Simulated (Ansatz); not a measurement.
Input for Ansatz (an electronic-structure program): R-CCSD(T)/cc-pV(D+d)Z on CH4 (SMILES C). The basis file is the Basis Set Exchange's JSON of that set.

Ansatz 0.2 input:
```yaml
crystal:
  periodic: [false, false, false]
  atoms:
    - {symbol: C, position_ang: [0.00000000, 0.00000000, -0.00000000]}
    - {symbol: H, position_ang: [0.62892441, 0.62892441, 0.62892441]}
    - {symbol: H, position_ang: [-0.62892441, -0.62892441, 0.62892441]}
    - {symbol: H, position_ang: [0.62892442, -0.62892442, -0.62892441]}
    - {symbol: H, position_ang: [-0.62892442, 0.62892442, -0.62892441]}
basis:
  gaussian:
    orbitals: cc-pV_D+d_Z.json
magnetization: {spin_polarized: false}
correlation: {method: ccsd_t, electrons: outside_noble_gas}
scf: {lower_state_search: off}
```

Output:

```
WARN ansatz: RAYON_NUM_THREADS=4 ignored (pool sized by the plan → 4); use --threads N
Functional definition: HF
these checks for a lower state are left out or cut short: stability, starts, cluster_reference, orbital_swaps, neighbouring_geometries, increment
integrals: 0.01 GiB planned
301 factors; integrals over basis functions are off by at most 8.7e-4 eV
mean field: 0.05 GiB planned
mean field evaluation 1: about -1092.9415 eV, gradient 1.9e1 eV
mean field evaluation 2: about -1092.9415 eV, gradient 1.9e1 eV
mean field evaluation 4: about -1093.8544 eV, gradient 1.4e0 eV
mean field evaluation 8: about -1093.8625 eV, gradient 1.6e-6 eV
mean field -1093.86250936 eV, -40.1987057723 hartree, gradient 1.6e-6 eV, S^2 0.000000; 0 other end points of the search recorded, 0 dependent functions left out
1 core orbitals not correlated
reference -1093.86250936 eV, -40.1987057723 hartree; 4, 4 occupied and 29, 29 virtual orbitals, 301 factors
second order -4.38634061 eV of doubles, -0.00000000 eV of singles
coupled cluster: 0.06 GiB planned
cycle   1  -4.86640827 eV  change   -4.8e-1 eV  update   4.1e-2
cycle   2  -5.01452285 eV  change   -1.5e-1 eV  update   1.2e-2
cycle   3  -5.02490758 eV  change   -1.0e-2 eV  update   2.8e-3
cycle   4  -5.02539863 eV  change   -4.9e-4 eV  update   7.1e-4
cycle   5  -5.02546379 eV  change   -6.5e-5 eV  update   1.5e-4
cycle   6  -5.02549243 eV  change   -2.9e-5 eV  update   2.6e-5
cycle   7  -5.02549551 eV  change   -3.1e-6 eV  update   3.9e-6
perturbative correction -0.10077780 eV, -0.0037035157 hartree
Total energy: -1098.98878267 eV, -40.3870928417 hartree
Checks for a lower state left out: stability, starts, cluster_reference, orbital_swaps, neighbouring_geometries, increment
```

The run converged.

Cost: around 0.8 core-seconds (rough).
